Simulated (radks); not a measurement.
Q: Neutral calcium, [Ar] 4s2. Method: non-relativistic Kohn-Sham, exchange-only LDA, spin-polarised, spherical densities, point nucleus; computed with a radial shooting solver on a logarithmic mesh with Libxc functionals. Every spin shell is full or empty, so the densities are truly spherical. Functionals are evaluated on that one density, not self-consistently. Rank these orbital-free kinetic functionals by their error against the exact value of the orbitals, and give that value: Thomas-Fermi, von Weizsacker, TF + vW/9, LC94, revAPBEK, Perdew 92, LKT, PG1, Ernzerhof.

A: Exact: 674.160 hartree. From best to worst, with 100 (|E| - |E exact|)/|E exact| (equal figures are ties): LC94 +0.06, Ernzerhof -0.16, revAPBEK +0.49, Perdew 92 -0.66, TF + vW/9 -0.67, Thomas-Fermi -6.96, PG1 +22.34, LKT +27.83, von Weizsacker -43.43.
